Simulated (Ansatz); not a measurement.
F2H2OSn, SMILES `[OH][SnH]([F])[F]`. The species carries charge 0 and has multiplicity 1. Correlated methods include outer-core shells of Sn, which these sets cover unevenly. Sn takes the def2 core potential.

```xyz
6

O    -1.060    1.116    0.138
Sn    0.290   -0.256    0.264
F     1.715    0.233   -0.900
F    -0.403   -1.818   -0.574
H    -1.363    1.279   -0.759
H     0.821   -0.554    1.832
```

Give the diagnostics of a CCSD(T)/def2-TZVPP run (frozen core, Ansatz 0.2.0). (An estimate is asked.)

The calculation gave: T1 = 0.0146, largest single amplitude 0.031, largest double 0.028, (T) share of the correlation energy 3.0 %, 9 CCSD cycles. The RHF solution is stable towards an unrestricted one. T1 lies under the customary mark of 0.02 for closed shells.
